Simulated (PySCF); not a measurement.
CH₆Cl₃GeNSi (SMILES C[N]([SiH3])[Ge]([Cl])([Cl])[Cl]), singlet, geometry from GFN2-xTB, atoms displaced at random by about 0.08 Å a coordinate; PBE/STO-3G, gradient (PySCF).

Here is a job for PySCF.
```python
from pyscf import gto, scf, dft

mol = gto.M(
    atom='''
Si    2.649498    0.294009    1.192709
N     1.246451   -0.613772    0.366679
C     1.725213   -1.694610   -0.656633
Ge   -0.425583   -0.052964   -0.103998
Cl   -0.585012    0.799458   -2.167657
Cl   -1.687289   -1.528172    0.127121
Cl   -0.913337    1.592813    1.247288
H     3.504785   -0.599701    1.640042
H     3.099383    1.030084    0.020795
H     1.839158    1.323792    2.032307
H     2.035238   -1.441405   -1.474630
H     2.563588   -2.307767    0.014474
H     1.000732   -2.354730   -0.596853
''',
    basis='sto-3g',
    charge=0,
    spin=0,
    verbose=4,
)

mf = dft.RKS(mol)
mf.xc = 'pbe'
mf.conv_tol = 1e-4
mf.kernel()
g = mf.nuc_grad_method()
grad = g.kernel()
```

Output, abridged:

```
PySCF version 2.14.0

[INPUT] verbose = 4
[INPUT] num. atoms = 13
[INPUT] num. electrons = 116
[INPUT] charge = 0
[INPUT] spin (= nelec alpha-beta = 2S) = 0
[INPUT] symmetry False subgroup None
[INPUT] Mole.unit = angstrom
[INPUT] Symbol           X                Y                Z      unit          X                Y                Z       unit  Magmom
[...]
nuclear repulsion = 1070.08402999583
number of shells = 40
number of NR pGTOs = 210
number of NR cGTOs = 70
basis = sto-3g
ecp = {}

******** <class 'pyscf.dft.rks.RKS'> ********
method = RKS
initial guess = minao
damping factor = 0
level_shift factor = 0
DIIS = <class 'pyscf.scf.diis.CDIIS'>
diis_start_cycle = 1
diis_space = 8
diis_damp = 0
SCF conv_tol = 0.0001
SCF conv_tol_grad = None
SCF max_cycles = 50
direct_scf = True
direct_scf_tol = 1e-13
XC library pyscf.dft.libxc version 7.1.2
    S. Lehtola, C. Steigemann, M. J. T. Oliveira, and M. A. L. Marques,  SoftwareX 7, 1–5 (2018)
XC functionals = pbe
    J. P. Perdew, K. Burke, and M. Ernzerhof,  Phys. Rev. Lett. 77, 3865 (1996)
    J. P. Perdew, K. Burke, and M. Ernzerhof,  Phys. Rev. Lett. 78, 1396 (1997)
    J. P. Perdew, K. Burke, and M. Ernzerhof,  Phys. Rev. Lett. 77, 3865 (1996)
    J. P. Perdew, K. Burke, and M. Ernzerhof,  Phys. Rev. Lett. 78, 1396 (1997)
radial grids:
    Treutler-Ahlrichs [JCP 102, 346 (1995); DOI:10.1063/1.469408] (M4) radial grids

becke partition: Becke, JCP 88, 2547 (1988); DOI:10.1063/1.454033
pruning grids: <function nwchem_prune>
grids dens level: 3
symmetrized grids: False
atomic radii adjust function: <function treutler_atomic_radii_adjust>
small_rho_cutoff = 0
Set gradient conv threshold to 0.01
Initial guess from minao.
tot grids = 183328
init E= -3796.13881883202
[...]
cycle= 1 E= -3798.67941816093  delta_E= -2.54  |g|= 0.574  |ddm|= 4.53
[...]
cycle= 2 E= -3798.01117842848  delta_E= 0.668  |g|= 1.52  |ddm|= 3.76
[...]
cycle= 3 E= -3798.77969756648  delta_E= -0.769  |g|= 0.23  |ddm|= 3.47
[...]
cycle= 4 E= -3798.80411801601  delta_E= -0.0244  |g|= 0.0713  |ddm|= 0.738
[...]
cycle= 5 E= -3798.80592221906  delta_E= -0.0018  |g|= 0.0208  |ddm|= 0.149
[...]
cycle= 6 E= -3798.80612867738  delta_E= -0.000206  |g|= 0.00544  |ddm|= 0.0583
[...]
cycle= 7 E= -3798.80614082275  delta_E= -1.21e-05  |g|= 0.00093  |ddm|= 0.0125
[...]
Extra cycle  E= -3798.80613988769  delta_E= 9.35e-07  |g|= 0.00183  |ddm|= 0.00695
converged SCF energy = -3798.80613988769

******** <class 'pyscf.grad.rks.Gradients'> for <class 'pyscf.dft.rks.RKS'> ********
unit = Eh/Bohr
grid_response = False
--------------- RKS gradients ---------------
         x                y                z
0 Si     0.1262122124    -0.0885860851     0.0544845344
1 N     0.0164144039    -0.0085340503     0.0213439893
2 C    -0.0402569604     0.0250395672    -0.3254267424
3 Ge    -0.1001067714    -0.0567156130    -0.0088322352
4 Cl     0.0007719285     0.0043814574    -0.0071387329
5 Cl     0.0554606174     0.0595891386    -0.0049854118
6 Cl     0.0016579082     0.0013460088     0.0018126760
7 H    -0.0576787180     0.0584412236    -0.0372516895
8 H    -0.0176583295    -0.0036973624    -0.0051843973
9 H    -0.0297494775     0.0295484002     0.0092169387
10 H    -0.0866402180    -0.0747574316     0.2325299347
11 H     0.0318493015    -0.0351550873     0.0493074175
12 H     0.0997553896     0.0891519416     0.0200125076
----------------------------------------------
```
